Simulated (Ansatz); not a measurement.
Zn₈S₇Cl₂⁺. Charge 1, multiplicity 2. Geometry r2SCAN-D4/def2-SVP, that of the neutral singlet; atoms count from 1.

```csv
atom,x (Å),y (Å),z (Å)
S1,0.296,3.840,0.968
Zn2,-0.063,2.760,-0.903
Zn3,1.217,1.883,1.386
S4,-0.291,0.053,0.948
S5,0.978,1.383,-2.428
Zn6,-0.554,-0.084,-1.494
Zn7,-2.491,0.692,0.772
S8,-4.264,-0.606,1.058
S9,-1.302,-2.315,-1.558
Zn10,-2.973,-1.777,-0.205
S11,3.231,0.737,1.207
Zn12,2.331,0.397,-0.884
Zn13,2.353,-1.314,1.632
S14,1.326,-3.188,1.987
Zn15,0.267,-2.443,0.181
Cl16,-2.336,1.834,-1.344
Cl17,2.274,-1.853,-1.321
```

Single mean-field runs in def2-TZVP are fitted with def2-universal-jkfit.

Problem. Estimate the Mulliken populations from the PBE0/def2-TZVP orbitals of Ansatz.

Solution. 
| atom | charge (e) | spin (α − β) | d electrons |
| --- | --- | --- | --- |
| S1 | -0.26 | 0.44 | – |
| Zn2 | 0.46 | -0.02 | 10.10 |
| Zn3 | 0.43 | -0.03 | 10.09 |
| S4 | -0.40 | 0.13 | – |
| S5 | -0.35 | 0.01 | – |
| Zn6 | 0.63 | 0.00 | 10.12 |
| Zn7 | 0.46 | 0.00 | 10.10 |
| S8 | -0.32 | 0.00 | – |
| S9 | -0.32 | 0.00 | – |
| Zn10 | 0.34 | 0.00 | 10.05 |
| S11 | -0.32 | 0.02 | – |
| Zn12 | 0.50 | 0.00 | 10.11 |
| Zn13 | 0.42 | -0.02 | 10.07 |
| S14 | -0.18 | 0.48 | – |
| Zn15 | 0.47 | -0.03 | 10.12 |
| Cl16 | -0.26 | 0.01 | – |
| Cl17 | -0.28 | 0.01 | – |
Mulliken values depend strongly on the basis.

Problem. Where does the spin sit?

Solution. Summed by element: S 1.08, Zn -0.09, Cl 0.01, of 1 unpaired in all. Largest on single atoms: S14 0.48, S1 0.44, S4 0.13.

Problem. And the Mayer bond orders between heavy atoms (over 0.3)?

Solution. S1–Zn2 0.89 (2.19 Å); S1–Zn3 0.94 (2.20 Å); Zn2–S5 0.83 (2.30 Å); Zn2–Cl16 0.41 (2.49 Å); Zn3–S4 0.54 (2.41 Å); Zn3–S11 0.72 (2.32 Å); S4–Zn6 0.43 (2.46 Å); S4–Zn7 0.66 (2.30 Å); S5–Zn6 0.61 (2.32 Å); S5–Zn12 0.82 (2.28 Å); Zn6–S9 0.62 (2.35 Å); Zn7–S8 1.04 (2.22 Å); Zn7–Cl16 0.49 (2.41 Å); S8–Zn10 1.18 (2.15 Å); S9–Zn10 0.95 (2.22 Å); S9–Zn15 0.72 (2.35 Å); S11–Zn12 0.69 (2.30 Å); S11–Zn13 0.87 (2.27 Å); Zn12–Cl17 0.61 (2.29 Å); Zn13–S14 1.02 (2.17 Å); S14–Zn15 0.84 (2.22 Å); Zn15–Cl17 0.36 (2.58 Å).
